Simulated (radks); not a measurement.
Values are calculated unless marked as measured or tabulated.
Task: Species: Bi I. Configuration: [Hg] 6p2 6f1 (not the ground configuration). Level of theory: Dirac Kohn-Sham, PBE, spin-unpolarised, spherical densities, point nucleus; open shells are shared between the two j in proportion to 2j + 1 (a radial shooting solver on a logarithmic mesh with Libxc functionals). Some entries of the table are withheld. Estimate them.

orbital,occ.,eigenvalue (eV),<r> (bohr)
1s1/2,2,-90529.43,0.01578
2s1/2,2,-16256.15,0.06575
2p1/2,2,-15616.32,0.05388
2p3/2,4,-13296.12,0.06293
3s1/2,2,-3928.649,0.1710
3p1/2,2,-3640.131,(1)
3p3/2,4,-3120.614,(2)
3d3/2,4,-2649.062,0.1545
3d5/2,6,-2538.958,0.1595
4s1/2,2,(3),0.3768
4p1/2,2,-781.6043,0.3777
4p3/2,4,-653.5793,0.4124
4d3/2,4,-450.0244,0.4161
4d5/2,6,-426.1365,0.4271
5s1/2,2,-164.1700,0.8317
4f5/2,6,-162.0124,0.4381
4f7/2,8,-156.5226,0.4442
5p1/2,2,(4),0.8855
5p3/2,4,(5),0.9750
5d3/2,4,-35.6706,1.208
5d5/2,6,-32.6646,1.251
6s1/2,2,-20.8259,2.125
6p1/2,0.666667,-11.9181,2.574
6p3/2,1.33333,-9.6141,2.903
6f5/2,0.428571,(6),(7)
6f7/2,0.571429,(8),(9)

Result: 
(1) 3p1/2 <r> (bohr): 0.1615
(2) 3p3/2 <r> (bohr): 0.1780
(3) 4s1/2 eigenvalue (eV): -906.9778
(4) 5p1/2 eigenvalue (eV): -120.7528
(5) 5p3/2 eigenvalue (eV): -96.1087
(6) 6f5/2 eigenvalue (eV): -0.3666
(7) 6f5/2 <r> (bohr): 28.74
(8) 6f7/2 eigenvalue (eV): -0.3666
(9) 6f7/2 <r> (bohr): 28.74
